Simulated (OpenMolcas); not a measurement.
Re4+: from RASSCF to RASPT2

```json
{"Program": "OpenMolcas 26.06", "Basis": "ANO-RCC-VQZP [9s8p6d4f3g2h]", "Scalar Hamiltonian": "DKH2, point nucleus", "Active space": "9 electrons in 8 orbitals (RAS1 5p, at most 2 holes; RAS2 5d)", "State averaging": "2S+1 = 4 even, 10 roots; 2S+1 = 2 even, 40 roots", "Spin-orbit coupling": "RASSI with atomic mean-field integrals over the reference wave functions, term energies averaged over their components"}
```

Methods on the same reference wave functions:
A. RASSCF
B. SS-RASPT2, IPEA 0.25 Eh, imaginary shift 0.1 Eh (closed shells correlated: 5s)
C. MS-RASPT2, IPEA 0.25 Eh, imaginary shift 0.1 Eh (closed shells correlated: 5s)

Energies in cm-1 above 5d3 4F 3/2, the measured ground level; measured values from the list in Brasseur, Gamrath and Quinet, At. Data Nucl. Data Tables 157, 101636 (2024).

```
            Level      A      B      C  Measured
       5d3 4F 3/2    0.0    0.0    0.0       0.0
       5d3 4F 5/2   4925   5180   5170      4853
       5d3 4F 7/2   9388   9450   9440      8973
5d3 4F 9/2 [62 %]  12918  12410  12400     11914
5d3 4P 1/2 [63 %]  16635  14740  14720     14325
       5d3 2G 7/2  21789  19770  19750     19013
5d3 2H 9/2 [55 %]  22841  20750  20730          
       5d3 4P 5/2  23012  21880  21900     20922
5d3 2P 1/2 [63 %]  27463  24440  24430     23669
      5d3 2H 11/2  31149  28030  28020     27077
    5d3 2D 5/2(1)  32300  30420  30280     28739
5d3 2G 9/2 [53 %]  33998  31630  31610          
5d3 2P 3/2 [53 %]  36828  33880  33930          
       5d3 2F 5/2  40180  35780  35730     34162
       5d3 2F 7/2  40482  36110  36090     34625
    5d3 2D 5/2(2)  58707  54340  54430     52467
    5d3 2D 3/2(2)  58772  54310  54190
```

Deviations, from unrounded energies. A percentage is the sum of absolute deviations over the sum of measured energies, with the sign that they share, or ± where signs differ.

| Against measurement | Levels | A | B | C |
| --- | --- | --- | --- | --- |
| mean absolute deviation (cm-1) | 12 | 3200 | 980 | 970 |
| fine structure of the ground term (%) | 3 | +5.8 | +5.1 | +4.9 |
| other terms of the ground configuration (%) | 9 | +14.4 | +4.1 | +4.1 |

B, C lie about equally close to measurement and A furthest from it. The largest miss of C in the table is 5d3 2D 5/2(2), by +2000 cm-1. The ranking rests on the paired levels alone, and a cruder setting can come out closer through cancelling errors.

Between B and C the level of the table that moves most is 5d3 2D 5/2(1), by 140 cm-1 (lowest in C, highest in B). Moves below CASPT2's spread within the term are not significant.

The mean deviations of B to C differ by less than CASPT2's widest spread within a term (870 cm-1), so their order carries little weight.

From A to B the spin-free energies of the other terms of 5d3 shown, above 4F, scale by factors of 0.74 to 0.89, as is usual when dynamic correlation screens the repulsion within a d or f shell.

The lowest spin-free term lies below A's lowest term by 0.240 hartree in B, 0.240 hartree in C.

Term energies are means over components that CASPT2 splits; among the terms shown or strongly mixed into the levels shown the widest spread is 870 cm-1 (5d3 4F, C). Active for correlation alone: 5p; no level in the range computed is led by a configuration that opens it, so any true level of that kind is missing. Without dynamic correlation excited terms often stand tens of per cent too high (terms of higher spin than the ground term too low), and those without a measured partner can miss by more than the paired ones (holds for A). Computed and measured levels are paired by configuration, term and J; levels that our copy of the source lacks, or whose pairing is in doubt (as where it misses far off the trend of its configuration), stay unpaired and out of the deviations. Only configurations of the active space appear. Levels that lie high or do not pair safely by name in every column are left out.

A share in square brackets marks a mixed level and gives the weight of the term that names it, the lowest over the columns. A number in round brackets counts repeated terms of one configuration in the order of the reference energies.
